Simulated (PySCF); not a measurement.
**Bromine: a sound run and one with changed settings**

Sound run: Br [Ar] 3d10 4s2 4p5, Br⁺ [Ar] 3d10 4s2 4p4. Computed with PySCF 2.14 in pcseg-2 (6s5p3d1f, 43 functions), with the non-relativistic Hamiltonian (point nucleus). In the sound run the correlated levels freeze [Ar] 3d10. The sound run starts from symmetry-adapted Hartree-Fock orbitals and uses a fine grid where one is needed.

Changed run: initial guess atom, at most 50 SCF cycles.

```csv
species,method,sound run (hartree),changed run (hartree),converged
Br,UHF,-2572.41759,-2572.41759,yes
Br,B3LYP,-2574.18926,-2574.18926,yes
Br,CCSD(T),-2572.57457,-2572.57457,yes
Br⁺,PBE0,-2573.41925,-2573.41925,yes
Br⁺,MP2,-2572.12502,-2572.12502,yes
```

Here the plain start reaches the same solutions.
